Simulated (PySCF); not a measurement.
## Correlation energy of Zr (zirconium, neutral)

[Kr] 4d3 5s1, high-spin 5F determinant (an excited configuration). All numbers are calculated (PySCF 2.14, scalar relativity by spin-free X2C-1e, in x2c-TZVPPall (8s6p6d2f1g, 79 functions)). Frozen: [Ar] 3d10; 12 electrons correlated.

```csv
level,correlation energy (mhartree)
CCSD,-268.00
(T),-7.50
CCSD(T),-275.50
```

Diagnostics: T1 = 0.012, D1 = 0.0514, largest double amplitude 0.022.

Cost of the coupled-cluster step: about 18 core-seconds, for 12 correlated electrons.

This basis was not built for core-valence correlation, so the inner-shell part is incomplete.
